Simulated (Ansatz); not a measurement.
One change: `CC(Cl)C=N` becomes `C[CH](Cl)[GeH3]`.

Ansatz, PBE0-D4/def2-TZVP geometries, multiplicity 1. Each molecule was computed in one conformer, which needn't be the lowest.

Scalar relativity is left out up to krypton.

```tsv
property	`CC(Cl)C=N`
size of the dipole moment (B3LYP/def2-TZVPP) / D	1.63
LUMO energy (B3LYP/def2-TZVPP) / eV	-0.97
HOMO energy (ωB97M-V/def2-TZVPP) / eV	-10.37
LUMO energy (PBE/def2-TZVPP) / eV	-1.83
LUMO energy (PBE0/def2-TZVPP) / eV	-0.71
size of the dipole moment (ωB97M-V/def2-TZVPP) / D	1.66
```

Give the same properties after the change, and the shifts. (Estimate.)

Ansatz gave: 
```
                                          property  `C[CH](Cl)[GeH3]`  shift
  size of the dipole moment (B3LYP/def2-TZVPP) / D               1.78   0.15
               LUMO energy (B3LYP/def2-TZVPP) / eV               0.08   1.05
             HOMO energy (ωB97M-V/def2-TZVPP) / eV             -10.04   0.33
                 LUMO energy (PBE/def2-TZVPP) / eV              -0.63   1.20
                LUMO energy (PBE0/def2-TZVPP) / eV               0.34   1.05
size of the dipole moment (ωB97M-V/def2-TZVPP) / D               1.79   0.13
```

With PBE0 the HOMO rises by 0.15 eV and the LUMO rises by 1.05 eV, so the gap widens by about 0.90 eV. PBE moves the HOMO by -0.11 eV and ωB97M-V by 0.33 eV. Dipoles are sizes alone; their direction can turn.

B3LYP here is the variant with VWN-RPA as its local correlation; programs differ in this.
